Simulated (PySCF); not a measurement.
Species: C5H4F4O (charge +1 and doublet state).
Cartesian coordinates in Å at the GFN2-xTB level; atoms count from 1:
```xyz
14
C5H4F4O angstrom
C      3.2482   -0.3017   -0.2065
C      2.0886    0.2977    0.1646
O      0.9297   -0.2769   -0.1809
C     -0.2562    0.1999    0.1166
F     -0.2716    1.3176    0.7995
C     -1.3878   -0.4483   -0.2736
C     -2.8029    0.0203    0.0204
F     -3.4474    0.2018   -1.1296
F     -3.4371   -0.9237    0.7115
F     -2.8513    1.1479    0.7097
H      3.2477   -1.2251   -0.7693
H      4.1995    0.1357    0.0560
H      2.0599    1.2259    0.7319
H     -1.3200   -1.3717   -0.8371
```

The hyperfine couplings belong to this conformer and change with its torsions.

The species is `[CH2+][CH]O/C(F)=C/C(F)(F)F` [radical] (charge +1).

Level of theory: PySCF 2.14.0, UKS B3LYP, pcH-1 on C F H O, non-relativistic, mean-field spin-orbit, GIAO. The structure is a single GFN2-xTB conformer in the gas phase; no vibrational or solvent corrections. GFN2-xTB frequencies show an imaginary mode (22i cm⁻¹), so this geometry is no minimum at that level. Couplings are sensitive to structure, and on GFN2-xTB geometries they can be far from those on DFT ones, by a factor of two or more for some ions and for spin on atoms past the first row. Stability of the SCF solution: not tested. ⟨S²⟩ is 0.773 where a pure state has 0.75.

The isotropic 19F couplings, averaged over equivalent nuclei, are +14.2, -5.0 MHz. Assign them to F5; F8/F9/F10.

| site | a_iso (MHz) | ρ(0) (bohr⁻³) | position | distance from C6 (Å) | bound to | spin population there | largest \|T\| (MHz) |
| --- | --- | --- | --- | --- | --- | --- | --- |
| F5 | -5.0 | -0.0012 | 2 bonds from C6 | 2.35 | C4 | -0.06 | 23.9 |
| F8/F9/F10 | +14.2 | +0.0034 | 2 bonds from C6 | 2.34 | C7 | -0.03 | 50.6 |

ρ(0) is the spin density at the nucleus and T the dipolar tensor; entries for several nuclei are means. The Mulliken spin populations are largest on C6 (+0.50), C1 (+0.41) and O3 (+0.20). Three atoms exceed +0.15. Main spin sites, with 60 % or more of the largest population: C1, C6; positions count bonds from the nearest.

Examples of negative spin density at the nucleus (bohr⁻³): C4 (-0.0309), C2 (-0.0170) and C7 (-0.0165).

Means are taken over nuclei equivalent by connectivity, which assumes that they swap fast. H11 and H12 aren't averaged: C1 is flat or nearly so (angle sum 360°), and its turn about the short C1–C2 bond (1.36 Å) is taken as slow. The three 19F nuclei of mean +14.2 MHz run from -3.4 to 23.0 MHz in the frozen geometry.

The SMILES `[CH2+][CH]O/C(F)=C/C(F)(F)F` draws the unpaired electron on C2, whose computed spin population is only 0.00.
